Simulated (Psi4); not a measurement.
H6Si2, charge +1, doublet, geometry from GFN2-xTB (a state made from the parent by changing its charge; the spin is typed, not shown lowest); PBE0/cc-pVTZ (Psi4).

The Psi4 input:
```
memory 2 GB

molecule mol {
1 2
  Si    0.018948   -0.007538    1.342618
  Si   -0.018948    0.007538   -1.342618
  H     0.042382    1.423416    1.613667
  H    -1.227613   -0.708252    1.619622
  H     1.253222   -0.742212    1.584420
  H    -0.011323   -1.423504   -1.614106
  H    -1.268830    0.715356   -1.584350
  H     1.212161    0.735197   -1.619253
}

set basis cc-pvtz
set reference uks

energy('pbe0')
print_variables()
```

Problem. What does Psi4 print? Leave out banner, timings and long lists.

Solution. 
```
   => Loading Basis Set <=

    Name: CC-PVTZ
    Role: ORBITAL
    Keyword: BASIS

         ---------------------------------------------------------
                                   SCF
               by Justin Turney, Rob Parrish, Andy Simmonett
                          and Daniel G. A. Smith
                              UKS Reference
         ---------------------------------------------------------

  ==> Geometry <==

    Molecular point group: c1
    Full point group: C1

    Geometry (in Angstrom), charge = 1, multiplicity = 2:

       Center              X                  Y                   Z               Mass
    ------------   -----------------  -----------------  -----------------  -----------------
         SI           0.018948016255    -0.007538016255     1.342618000000    27.976926534650
         SI          -0.018947983745     0.007537983745    -1.342618000000    27.976926534650
         H            0.042382016255     1.423415983745     1.613667000000     1.007825032230
         H           -1.227612983745    -0.708252016255     1.619622000000     1.007825032230
         H            1.253222016255    -0.742212016255     1.584420000000     1.007825032230
         H           -0.011322983745    -1.423504016255    -1.614106000000     1.007825032230
         H           -1.268829983745     0.715355983745    -1.584350000000     1.007825032230
         H            1.212161016255     0.735196983745    -1.619253000000     1.007825032230

  Running in c1 symmetry.

  Rotational constants: A =      1.35837  B =      0.13740  C =      0.13740 [cm^-1]
  Rotational constants: A =  40722.81058  B =   4119.14364  C =   4119.14356 [MHz]
  Nuclear repulsion =   85.248001070354235

  Charge       = 1
  Multiplicity = 2
  Electrons    = 33
  Nalpha       = 17
  Nbeta        = 16

  ==> Algorithm <==

  SCF Algorithm Type is DF.
  DIIS enabled.
  MOM disabled.
  Fractional occupation disabled.
  Guess Type is SAD.
  Energy threshold   = 1.00e-06
  Density threshold  = 1.00e-06
  Integral threshold = 1.00e-12

  ==> Primary Basis <==

  Basis Set: CC-PVTZ
    Blend: CC-PVTZ
    Number of shells: 60
    Number of basis functions: 152
    Number of Cartesian functions: 168
    Spherical Harmonics?: true
    Max angular momentum: 3

  ==> DFT Potential <==

   => LibXC <=

    Version 7.1.2
    S. Lehtola, C. Steigemann, M. J. T. Oliveira, and M. A. L. Marques,  SoftwareX 7, 1–5 (2018) (10.1016/j.softx.2017.11.002)

   => Composite Functional: PBE0 <=

    PBE0 Hyb-GGA Exchange-Correlation Functional

    C. Adamo and V. Barone,  J. Chem. Phys. 110, 6158 (1999) (10.1063/1.478522)
    M. Ernzerhof and G. E. Scuseria,  J. Chem. Phys. 110, 5029 (1999) (10.1063/1.478401)

    Deriv               =              1
    GGA                 =           TRUE
    Meta                =          FALSE

    Exchange Hybrid     =           TRUE
    MP2 Hybrid          =          FALSE

   => Exchange Functionals <=

    0.7500   Perdew, Burke & Ernzerhof

   => Exact (HF) Exchange <=

    0.2500               HF

   => Correlation Functionals <=

    1.0000   Perdew, Burke & Ernzerhof

   => LibXC Density Thresholds  <==

    XC_HYB_GGA_XC_PBEH:  1.00E-15

   => Molecular Quadrature <=

    Radial Scheme          =       TREUTLER
    Pruning Scheme         =           NONE
    Nuclear Scheme         =       TREUTLER

    Blocking Scheme        =         OCTREE
    BS radius alpha        =              1
    Pruning alpha          =              1
    Radial Points          =             75
    Spherical Points       =            302
    Total Points           =         173449
    Total Blocks           =           1367
    Max Points             =            256
    Max Functions          =            152
    Weights Tolerance      =       1.00E-15

   => Loading Basis Set <=

    Name: (CC-PVTZ AUX)
    Role: JKFIT
    Keyword: DF_BASIS_SCF

  ==> Integral Setup <==

  SCF_SUBTYPE=INCORE selected. In-core MEM_DF algorithm will be used.
[...]
    Spherical Harmonics?: true
    Max angular momentum: 4

  Minimum eigenvalue in the overlap matrix is 2.1369166411E-03.
  Reciprocal condition number of the overlap matrix is 3.8831161447E-04.
    Using symmetric orthogonalization.

  ==> Pre-Iterations <==

  SCF Guess: Superposition of Atomic Densities via on-the-fly atomic UHF (no occupation information).

   -------------------------
    Irrep   Nso     Nmo
   -------------------------
     A        152     152
   -------------------------
    Total     152     152
   -------------------------

  ==> Iterations <==

                           Total Energy        Delta E     RMS |[F,P]|

   @DF-UKS iter SAD:  -581.75464065108258   -5.81755e+02   0.00000e+00
   @DF-UKS iter   1:  -581.96915974924627   -2.14519e-01   1.77815e-03 ADIIS/DIIS
   @DF-UKS iter   2:  -581.98703799068153   -1.78782e-02   7.49558e-04 ADIIS/DIIS
   @DF-UKS iter   3:  -581.99016569095306   -3.12770e-03   5.47996e-05 DIIS
   @DF-UKS iter   4:  -581.99022906780590   -6.33769e-05   1.27470e-05 DIIS
   @DF-UKS iter   5:  -581.99023350379184   -4.43599e-06   3.91435e-06 DIIS
   @DF-UKS iter   6:  -581.99023383818928   -3.34397e-07   1.23109e-06 DIIS
   @DF-UKS iter   7:  -581.99023386933231   -3.11430e-08   2.44222e-07 DIIS
  Energy and wave function converged.

  ==> Post-Iterations <==

   Electrons on quadrature grid:
      Nalpha   =   16.9999984884 ; deviation = -1.512e-06
      Nbeta    =   15.9999951816 ; deviation = -4.818e-06
      Ntotal   =   32.9999936700 ; deviation = -6.330e-06

   @Spin Contamination Metric:   3.268685781E-03
   @S^2 Expected:                7.500000000E-01
   @S^2 Observed:                7.532686858E-01
   @S   Expected:                5.000000000E-01
   @S   Observed:                5.000000000E-01

    Orbital Energies [Eh]
    ---------------------

    Alpha Occupied:

[...]
    Alpha Virtual:

[...]
    Beta Occupied:

[...]
      16A     -0.576956

    Beta Virtual:

[...]
     152A      5.131425

    Final Occupation by Irrep:
              A
    DOCC [    16 ]
    SOCC [     1 ]
    NA   [    17 ]
    NB   [    16 ]

  @DF-UKS Final Energy:  -581.99023386933231

   => Energetics <=

    Nuclear Repulsion Energy =             85.2480010703542348
    One-Electron Energy =                -967.5445041754396698
    Two-Electron Energy =                 333.1626962328801369
    DFT Exchange-Correlation Energy =     -32.8564269971270164
    Empirical Dispersion Energy =           0.0000000000000000
    VV10 Nonlocal Energy =                  0.0000000000000000
    Total Energy =                       -581.9902338693323145

  UHF NO Occupations:
  HONO-2 :   15  A 1.9996519
  HONO-1 :   16  A 1.9990479
  HONO-0 :   17  A 1.0000000
  LUNO+0 :   18  A 0.0009521
  LUNO+1 :   19  A 0.0003481
  LUNO+2 :   20  A 0.0001124
  LUNO+3 :   21  A 0.0001124

Computation Completed

Properties will be evaluated at   0.000000,   0.000000,   0.000000 [a0]

Properties computed using the SCF density matrix

 Multipole Moments:

 ------------------------------------------------------------------------------------
     Multipole            Electronic (a.u.)      Nuclear  (a.u.)        Total (a.u.)
 ------------------------------------------------------------------------------------

 L = 1.  Multiply by 2.5417464519 to convert [e a0] to [Debye]
 Dipole X            :          0.0000020           -0.0000008            0.0000011
 Dipole Y            :         -0.0000014            0.0000008           -0.0000006
 Dipole Z            :          0.0000007           -0.0000000            0.0000007
 Magnitude           :                                                    0.0000014

 ------------------------------------------------------------------------------------

  Variable Map:
  ----------------------------------------------------------------------------
[...]
  Array Variable Map:
  ----------------------------------------------------------------------------
[...]
[...]
```
